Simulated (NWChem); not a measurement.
C₂H₇Bi; SMILES [CH3][BiH][CH3]

Program: NWChem. Coordinates come from a PBE0/def2-SVP optimisation. def2 effective core potentials on Bi; no spin-orbit coupling. Level M06-2X/def2-SVP: energy and gradient on several grids; changes count from the extra-fine grid, which is no exact limit either.

```json
[
 {"grid": "xcoarse", "size of the energy change (μHa)": "7000", "largest change of a gradient component (μHa/bohr)": "10000", "time, medium = 1 (rough)": "about 1"},
 {"grid": "coarse", "size of the energy change (μHa)": "200", "largest change of a gradient component (μHa/bohr)": "400", "time, medium = 1 (rough)": "about 1"},
 {"grid": "medium", "size of the energy change (μHa)": "< 10", "largest change of a gradient component (μHa/bohr)": "200", "time, medium = 1 (rough)": "about 1"},
 {"grid": "fine", "size of the energy change (μHa)": "< 10", "largest change of a gradient component (μHa/bohr)": "< 30", "time, medium = 1 (rough)": "about 1"},
 {"grid": "xfine", "size of the energy change (μHa)": "< 10", "largest change of a gradient component (μHa/bohr)": "< 30", "time, medium = 1 (rough)": "2"}
]
```
